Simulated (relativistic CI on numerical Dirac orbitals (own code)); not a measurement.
## Ir II: computed level list

Calculated at this level of theory: Dirac-Coulomb-Breit CI, KLI orbitals optimised for each configuration, a model potential for QED, valence Slater integrals scaled by 0.85, P86 correlation energy added to each configuration (own radial code, finite nucleus).

CI space (outside the closed core [Xe] 4f14): 5d⁷6s, 5d⁸, 5d⁶6s², 5d⁷6p, 5d⁷6d, 5d⁶6s6p, 5d⁵6s²6p, 5d⁷7s, 5d⁷7p, 5d⁷8s, 5d⁷5f, 5d⁷7d, 5d⁷8p, 5d⁶6s7p, 5d⁶6s7s, 5d⁷9s, 5d⁷6f, 5d⁷5g, 5d⁷8d, 5d⁷9p, 5d⁶6s8s, 5d⁷9d, 5d⁶6s5f, 5d⁶6s6d, 5d⁶6s7d, 5d⁶6s8p, 5d⁶6s9s, 5d⁶6s6f, 5d⁶6s8d, 5d⁶6s9p, 5d⁶6p², 5d⁵6p³, 5d⁵6s²6d, 5d⁴6s²6p6d. Double excitations out of closed p, d and f shells are left out; levels of such configurations are missing from the list, as are those of other unlisted configurations, and high levels can miss mixing partners.

```tsv
No.	Configuration	Term	J	E (eV)	%	Next component (%)	Lifetime (s)	jj configuration (%)
1	5d⁷6s	⁵F	5	0.0000	90	9 ³G		5d5/2^3 6s (75)
2	5d⁸	³F	4	0.1011	91	3 ¹G		5d5/2^4 (87)
3	5d⁸	³P	2	0.3383	34	22 5d⁷6s ³P		5d5/2^4 (60)
4	5d⁷6s	⁵F	4	0.5572	85	7 ³F	3.14e-01	5d3/2^3 5d5/2^4 6s (57)
5	5d⁸	³F	3	0.8816	69	21 5d⁷6s ⁵F	1.91e-01	5d3/2^3 5d5/2^5 (69)
6	5d⁷6s	⁵F	3	0.9925	67	23 5d⁸ ³F		5d3/2^3 5d5/2^4 6s (42)
7	5d⁸	³F	2	1.0029	29	25 5d⁷6s ⁵F	8.52e-01	5d3/2^3 5d5/2^5 (35)
8	5d⁸	³P	1	1.0804	33	28 5d⁷6s ³P	3.52e-01	5d5/2^3 6s (34)
9	5d⁷6s	⁵F	2	1.2626	59	17 5d⁸ ³F		5d3/2^3 5d5/2^4 6s (35)
10	5d⁸	³P	0	1.2817	61	27 5d⁷6s ³P	7.17e+00	5d5/2^4 (46)
11	5d⁷6s	⁵F	1	1.3743	62	17 5d⁸ ³P		5d3/2^3 5d5/2^4 6s (50)
12	5d⁷6s	³F	4	1.4551	48	17 ¹G	1.78e-01	5d5/2^3 6s (48)
13	5d⁷6s	⁵P	3	1.6741	81	9 ³D	2.90e-01	5d3/2^3 5d5/2^4 6s (50)
14	5d⁸	³F	2	1.8824	30	27 5d⁷6s ⁵P	8.75e-02	5d3/2^2 5d5/2^6 (43)
15	5d⁷6s	⁵P	2	2.0974	43	17 5d⁸ ³P		5d5/2^3 6s (27)
16	5d⁸	¹G	4	2.1082	51	23 5d⁷6s ³F	1.73e-01	5d3/2^3 5d5/2^5 (45)
17	5d⁷6s	³G	5	2.1465	68	18 ³H	6.12e-02	5d3/2^3 5d5/2^4 6s (67)
18	5d⁷6s	³F	3	2.1842	59	11 ³D	1.01e-01	5d3/2^3 5d5/2^4 6s (82)
19	5d⁷6s	⁵P	1	2.3443	75	18 5d⁸ ³P		5d3/2^2 5d5/2^5 6s (35)
20	5d⁷6s	³F	2	2.4404	23	21 ³P		5d3/2^3 5d5/2^4 6s (33)
21	5d⁷6s	³G	4	2.4727	56	20 ³H	8.59e-02	5d3/2^3 5d5/2^4 6s (71)
22	5d⁷6s	³P	1	2.6635	37	33 ¹P		5d5/2^3 6s (42)
23	5d⁶6s²	⁵D	4	2.6692	73	9 ³F		5d5/2^2 (43)
24	5d⁷6s	³H	6	2.7527	96	2 5d⁶6s² ³H		5d3/2^3 5d5/2^4 6s (96)
25	5d⁷6s	³F	2	2.7601	31	25 ³P		5d3/2^3 5d5/2^4 6s (29)
26	5d⁷6s	³G	3	2.8378	74	8 ³D		5d3/2^3 5d5/2^4 6s (55)
27	5d⁷6s	³H	5	3.0850	68	17 ¹H		5d3/2^3 5d5/2^4 6s (75)
28	5d⁷6s	³P	0	3.1971	67	12 5d⁶6s² ³P		5d3/2^3 5d5/2^4 6s (56)
29	5d⁷6s	³D	3	3.2137	47	24 ³F		5d3/2^2 5d5/2^5 6s (59)
30	5d⁷6s	³D	1	3.2189	29	20 ³P		5d3/2^2 5d5/2^5 6s (29)
31	5d⁷6s	³H	4	3.2520	38	19 ³G		5d3/2^3 5d5/2^4 6s (36)
32	5d⁶6s²	⁵D	3	3.2716	75	14 5d⁷6s ³D		5d3/2^3 5d5/2^3 (55)
33	5d⁷6s	³D	2	3.3538	43	15 5d⁶6s² ⁵D		5d3/2^2 5d5/2^5 6s (29)
34	5d⁶6s²	⁵D	2	3.5295	56	22 5d⁷6s ³P		5d3/2^2 5d5/2^4 (37)
35	5d⁶6s²	⁵D	0	3.6357	45	22 5d⁷6s ³P		5d3/2^2 5d5/2^4 (32)
36	5d⁷6s	¹D	2	3.6750	24	23 ³F		5d3/2^2 5d5/2^5 6s (56)
37	5d⁶6s²	⁵D	1	3.7660	68	13 5d⁷6s ³P		5d3/2^3 5d5/2^3 (43)
38	5d⁷6s	³H	4	3.9621	31	31 ¹G		5d3/2^2 5d5/2^5 6s (62)
39	5d⁷6s	³F	2	3.9799	60	8 5d⁸ ³F		5d3/2^3 5d5/2^4 6s (56)
40	5d⁷6s	¹H	5	4.0543	76	8 ³G		5d3/2^2 5d5/2^5 6s (59)
41	5d⁷6s	³F	3	4.0628	68	11 ¹F		5d3/2^3 5d5/2^4 6s (60)
42	5d⁷6s	³P	0	4.0709	55	24 5d⁶6s² ⁵D		5d3/2^2 5d5/2^5 6s (55)
43	5d⁷6s	³P	1	4.1902	57	20 5d⁸ ³P		5d3/2^2 5d5/2^5 6s (54)
44	5d⁷6s	³F	4	4.4743	38	22 ¹G		5d3/2^2 5d5/2^5 6s (55)
45	5d⁷6s	³P	2	4.5661	24	19 ¹D		5d3/2^3 5d5/2^4 6s (28)
46	5d⁷6s	¹F	3	4.5995	60	14 5d⁶6s² ¹F		5d3/2^2 5d5/2^5 6s (38)
47	5d⁷6s	¹P	1	4.6193	48	26 ³D		5d3/2 5d5/2^6 6s (32)
48	5d⁷6s	³F	4	4.6304	33	25 5d⁶6s² ³H		5d3/2^3 5d5/2^3 (32)
49	5d⁶6s²	³H	6	4.8046	79	15 ¹I		5d3/2^3 5d5/2^3 (87)
50	5d⁶6s²	³H	5	4.8923	51	36 ³G		5d3/2^3 5d5/2^3 (82)
51	5d⁸	¹S	0	5.0510	56	18 ³P		5d3/2^2 5d5/2^6 (64)
52	5d⁷6p	⁵D°	4	5.2189	46	16 ³F°	4.48e-09	5d5/2^3 6p1/2 (65)
53	5d⁶6s²	³P	2	5.3644	41	13 5d⁷6s ³P		5d5/2^2 (29)
54	5d⁶6s²	³G	3	5.4768	42	33 ³F		5d3/2^3 5d5/2^3 (59)
55	5d⁷6p	⁵F°	5	5.5730	45	24 ³G°	3.41e-09	5d5/2^3 6p1/2 (65)
56	5d⁶6s²	³H	4	5.6759	47	25 ³F		5d3/2^2 5d5/2^4 (69)
57	5d⁶6s²	³F	2	5.7033	54	14 5d⁷6s ³F		5d3/2^3 5d5/2^3 (50)
58	5d⁶6s6p	⁷D°	4	5.9178	49	19 ⁷P°	2.67e-08	5d5/2^2 6s 6p1/2 (32)
59	5d⁶6s²	³G	5	5.9214	55	41 ³H		5d3/2^2 5d5/2^4 (91)
60	5d⁷6s	³D	1	5.9248	65	21 5d⁶6s² ³D		5d3/2^3 5d5/2^4 6s (41)
61	5d⁷6p	⁵D°	3	5.9658	43	22 ⁵F°	4.20e-09	5d3/2^3 5d5/2^4 6p1/2 (47)
62	5d⁷6s	³D	3	6.0016	41	38 5d⁶6s² ³D		5d3/2^2 5d5/2^5 6s (34)
63	5d⁶6s6p	⁷D°	5	6.0485	67	16 ⁷F°	5.21e-08	5d3/2^3 5d5/2^3 6s 6p1/2 (26)
64	5d⁶6s²	³G	4	6.0568	50	20 ¹G		5d3/2^2 5d5/2^4 (48)
65	5d⁶6s²	¹S	0	6.0708	46	21 ³P		5d3/2^2 5d5/2^4 (26)
66	5d⁷6p	⁵S°	2	6.0957	37	12 5d⁶6s6p ⁵S°	6.26e-09	5d5/2^3 6p1/2 (35)
67	5d⁷6s	³D	2	6.1433	60	12 5d⁶6s² ³D		5d3/2^3 5d5/2^4 6s (27)
68	5d⁷6p	³D°	1	6.1960	23	18 ³P°	4.53e-09	5d5/2^3 6p1/2 (60)
69	5d⁷6p	⁵D°	2	6.2662	24	14 5d⁶6s6p ⁷D°	6.52e-09	5d3/2^3 5d5/2^4 6p1/2 (22)
70	5d⁶6s6p	⁷D°	3	6.2757	51	9 5d⁷6p ⁵D°	1.47e-08	5d3/2^3 5d5/2^3 6s 6p1/2 (40)
```

Energies count from the lowest computed level; ° marks odd parity; lifetimes are radiative, by E1, M1, E2 decay to levels of this space only; some are left blank where a channel outside the calculation adds to the decay or the decay crosses a small, uncertain gap. Filled j subshells are mostly left out of the jj labels.

The mean weight of the leading LS term, summed over parents, in these 70 levels is 53 %, and that of the leading jj configuration (from the same eigenvectors) 50 %.

For a near-neutral ion this model can misplace configurations by up to about 10,000 cm⁻¹ (more where the count of f electrons changes) and terms by 10 to 25 % of their spread. Rates follow the energies as ν³ (E1, M1) or ν⁵ (E2), so they and the lifetimes can be off by large factors. The fine structure of a lone outer electron comes out too small, for d and f at times inverted, and misplaced configurations move strength between like terms. 11 of the 17 excited levels that our extract of the measured tables holds in this range could be paired (the sources list more); they are missed by 1123 cm⁻¹ on average and 4318 at most, and levels without a partner can miss by more. Some levels of the ground configuration have no partner and can miss by 10 % or more.

LS names give the leading component of a level, which can be under half, so a name can repeat, a term be missing and a line seem to break the LS rules.
